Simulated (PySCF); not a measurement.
WH5, SMILES [WH5] (connectivity only; charge and spin as stated), neutral, multiplicity 2. The structure is a stationary point at B3LYP-D3(BJ)/def2-TZVPD. The multiplicity is an assumed one; other spin states were not compared. The def2 effective core potentials stand for the cores of W; spin–orbit coupling is left out.

Level of theory: B3LYP-D3(BJ)/def2-TZVPD (PySCF 2.14.0).

Harmonic wavenumbers (cm⁻¹): 215, 304, 450, 849, 927, 993, 1021, 1951, 1952, 1992, 2002, 2048. Rotational constants (GHz): 57.31, 50.05, 49.25; symmetry number 2.

Problem. Work out the zero-point energy and the ideal-gas rigid-rotor harmonic-oscillator thermochemistry at 298.15 K and 1 atm.

Solution. ZPE = ½ Σ hcν = ½ × 14704 cm⁻¹ = 21.02 kcal/mol. H − E(el) = 24.27 kcal/mol. Entropy in cal/(mol K): translation 41.61, rotation 16.99, vibration 4.68, spin 1.38, total 64.66. G − E(el) = 4.99 kcal/mol. Cp = 14.63 cal/(mol K).
